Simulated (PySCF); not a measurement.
Two species compared at the same levels of theory.

First species: C6H6Cl2O.
InChI=1S/C6H6Cl2O/c7-2-4-1-5(3-8)6(4)9/h1,4H,2-3H2/t4-/m1/s1

Second species: C₃H₁₀F₂N₂Si.
SMILES: `CN(C)[Si](F)(F)NC`

Levels: CAM-B3LYP/def2-SVPD for dipole moment, HOMO energy, LUMO energy, HOMO–LUMO gap, static isotropic polarisability and electronic spatial extent ⟨r²⟩ about the centre of nuclear charge; TDDFT CAM-B3LYP/def2-SVPD for lowest singlet excitation; TDA CAM-B3LYP/def2-SVPD for lowest triplet excitation (Tamm–Dancoff); GFN2-xTB for rotational constant A and rotational constant C. Geometries: GFN2-xTB. All species are isolated and taken at one optimised geometry, non-relativistic unless stated. Electronic properties by PySCF.

The conformers computed, where there is a choice (atom-mapped SMILES and torsion angles):
- `[O:1]=[C:2]1[C:3]([CH2:4][Cl:5])=[CH:6][C@@H:7]1[CH2:8][Cl:9]`: C2–C3–C4–Cl5 92°, C6–C7–C8–Cl9 -47°
- `[CH3:1][NH:2][Si:3]([F:4])([F:5])[N:6]([CH3:7])[CH3:8]`: C1–N2–Si3–F4 -79°, N2–Si3–N6–C7 -43°

| property | column X | column Y |
| --- | --- | --- |
| dipole moment | 2.89 D | 3.73 D |
| HOMO energy | -8.28 eV | -9.04 eV |
| LUMO energy | 1.02 eV | -0.86 eV |
| HOMO–LUMO gap | 9.30 eV | 8.18 eV |
| lowest singlet excitation | 6.33 eV | 3.99 eV |
| lowest triplet excitation (Tamm–Dancoff) | 6.17 eV | 3.57 eV |
| static isotropic polarisability | 75.0 au | 97.6 au |
| electronic spatial extent ⟨r²⟩ about the centre of nuclear charge | 1250 bohr² | 1965 bohr² |
| rotational constant A | 2.369 GHz | 2.491 GHz |
| rotational constant C | 1.053 GHz | 0.559 GHz |

(1) Which column belongs to which species?

(2) How does each property change from the first species to the second?

## Answers

(1) Column X is the second species and column Y the first. The first has 15 atoms and 84 electrons, the second 18 and 74.

(2) dipole moment -0.84 D; HOMO energy +0.76 eV; LUMO energy +1.88 eV; HOMO–LUMO gap +1.12 eV; lowest singlet excitation +2.34 eV; lowest triplet excitation (Tamm–Dancoff) +2.60 eV; static isotropic polarisability -22.6 au; electronic spatial extent ⟨r²⟩ about the centre of nuclear charge -715 bohr²; rotational constant A -0.122 GHz; rotational constant C +0.494 GHz.

On the first: No computed singlet falls in the visible range (750 to 380 nm, 1.65 to 3.26 eV); S1 lies 0.73 eV above its blue end. The vertical singlet–triplet gap S1 − T1 is 0.42 eV (TDDFT singlet less Tamm–Dancoff triplet; S1: HOMO→LUMO, weight 0.87; T1: HOMO→LUMO, weight 0.82).

On the second: The polarisability is 11.12 Å³ as a volume (1 au = 0.148185 Å³), or 1.01 au for each of the 74 electrons. No computed singlet falls in the visible range (750 to 380 nm, 1.65 to 3.26 eV); S1 lies 3.07 eV above its blue end.
